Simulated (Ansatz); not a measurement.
Ansatz (a quantum-chemistry and plane-wave program) input:
A basis named .json is the Basis Set Exchange file of that set.

Ansatz 0.2 input:
```yaml
crystal:
  periodic: [false, false, false]
  atoms:
    - {symbol: C, position_ang: [1.26671010, -2.42715781, -0.20226515]}
    - {symbol: Ge, position_ang: [0.07780402, -1.03158886, -0.32532941]}
    - {symbol: C, position_ang: [-1.63487524, -1.29707413, -1.26341773]}
    - {symbol: I, position_ang: [-0.63546881, -0.24141422, 2.06913793]}
    - {symbol: I, position_ang: [0.66970842, 1.45700801, -1.61365121]}
    - {symbol: H, position_ang: [2.03722155, -2.31137451, 0.55615302]}
    - {symbol: H, position_ang: [1.67943929, -2.71714112, -1.17032090]}
    - {symbol: H, position_ang: [-1.41670263, -1.58038868, -2.29413377]}
    - {symbol: H, position_ang: [-2.19416838, -2.09190856, -0.77073362]}
    - {symbol: H, position_ang: [-2.20122665, -0.36942339, -1.25712233]}
basis:
  gaussian:
    orbitals: def2-TZVPP
    fitting: {mean_field: def2-universal-jkfit, correlation: def2-TZVPP-RIFIT.json}
total_charge: -1
magnetization: {spin_polarized: false}
correlation: {method: mp2, electrons: outside_noble_gas}
```

Q: Predict the final energy.

A: -2748.21297 Eh (RI-MP2/def2-TZVPP). The basis has 280 functions.

It need not be the lowest isomer of its formula. Whether it binds its extra electron was not tested at this geometry.
